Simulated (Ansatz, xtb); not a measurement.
**Two isomers of C2H4I2**

Structure I: `CC(I)I`, a singlet. Structure II: `ICCI`, a singlet. Both are isolated molecules in the gas phase, relaxed with r2SCAN-D4/def2-SVP; the shapes shown needn't be the lowest conformers.

I (Å):

```xyz
8

C    -0.4358   -2.1135    0.5381
C     0.3289   -2.4805   -0.7087
I    -1.0072   -2.7519   -2.4103
I     1.9075   -1.0361   -1.1277
H    -0.9552   -1.1505    0.4301
H    -1.1842   -2.8925    0.7566
H     0.2582   -2.0433    1.3914
H     0.8572   -3.4380   -0.6285
```

II (Å):

```xyz
8

C    -0.4251    0.1711   -2.2055
C     0.4645   -1.0215   -1.9851
I    -2.3960   -0.0030   -1.3068
I     1.1082   -1.2910    0.0730
H     0.0021    1.1014   -1.8083
H    -0.6220    0.2907   -3.2820
H    -0.0110   -1.9679   -2.2746
H     1.3994   -0.8945   -2.5525
```

Which of the two would you expect CCSD(T)/def2-SVP + ΔMP2/def2-TZVPP electronic energies to favour?

Too close to call at this level: CCSD(T)/def2-SVP + ΔMP2/def2-TZVPP gives E(II) − E(I) = −0.062 eV.

The same difference at several levels:

| level | geometry | E(II) − E(I) (eV) | departure from the last row (eV) | job, with rough time for the two |
| --- | --- | --- | --- | --- |
| GFN2-xTB | GFN2-xTB | −0.079 | −0.017 | optimisation, 0.14 s |
| HF/STO-3G | GFN2-xTB | −0.108 | −0.046 | single point, 2 s |
| r2SCAN-D4/def2-SVP//GFN2-xTB | GFN2-xTB | −0.041 | +0.021 | single point, 4.3 s |
| r2SCAN-D4/def2-SVP | r2SCAN-D4/def2-SVP | −0.048 | +0.013 | optimisation, 31 s |
| HF/def2-SVP | r2SCAN-D4/def2-SVP | −0.143 | −0.081 | part of the CCSD(T) run |
| MP2/def2-SVP | r2SCAN-D4/def2-SVP | −0.021 | +0.041 | part of the CCSD(T) run |
| CCSD(T)/def2-SVP | r2SCAN-D4/def2-SVP | −0.050 | +0.012 | single point |
| CCSD(T)/def2-SVP + ΔMP2/def2-TZVPP | r2SCAN-D4/def2-SVP | −0.062 |  | single point, 52 s |

As drawn, both hold the same kinds of bond in the same numbers. Structure I has 1 methyl group, II 0.

MP2/def2-SVP finds them nearly level. The largest departure from CCSD(T)/def2-SVP + ΔMP2/def2-TZVPP is that of HF/def2-SVP, 0.081 eV. The last row adds to CCSD(T) the change of the MP2 difference between the two basis sets, here −0.012 eV.

With harmonic frequencies from r2SCAN-D4/def2-SVP (ideal gas, rigid rotor, one conformer each, 298.15 K, 1 atm): the zero-point term adds +0.011 eV; ΔH is −0.056 and ΔG −0.042 eV.

The correlated steps freeze 10 core orbitals; the filled d shell of I is correlated, in a basis made for valence electrons. Atoms past krypton carry core potentials in the def2 sets, other sets are all-electron and non-relativistic, and no spin–orbit term is included. Mirror images aren't counted in ΔG. Run with Ansatz 0.2.0, xtb 6.7.1; the last row on 2 threads of Arm Neoverse V1 on a shared host.
